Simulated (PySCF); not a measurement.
**Correlation energy of Sn (tin, neutral)**

[Kr] 4d10 5s2 5p2, high-spin 3P determinant. Calculation: PySCF 2.14, in x2c-SVPall; the spin-free X2C one-electron Hamiltonian (Gaussian nucleus). Frozen: [Kr] 4d10; 4 electrons correlated.

MP2 pair energies summed by pair of shells (mhartree):

```csv
pair,energy,share (%)
5s-5p,-19.58,58.5
5s-5s,-10.66,31.8
5p-5p,-3.26,9.7
```

Total MP2 correlation energy: -33.49 mhartree.

Same-spin part -5.78 and opposite-spin part -27.71 mhartree; SCS-MP2 scales them by 1/3 and 6/5 to -35.18 mhartree.

```
  level  correlation energy (mhartree)
   CCSD                         -47.40
    (T)                          -0.56
CCSD(T)                         -47.96
```

Diagnostics: T1 = 0.0081, D1 = 0.0222, largest double amplitude 0.098.

**Question.** Is a single reference adequate?

**Answer.** Mostly. T1 lies below 0.03, but a double amplitude of this size points to a near-degeneracy that CCSD handles and MP2 describes poorly.
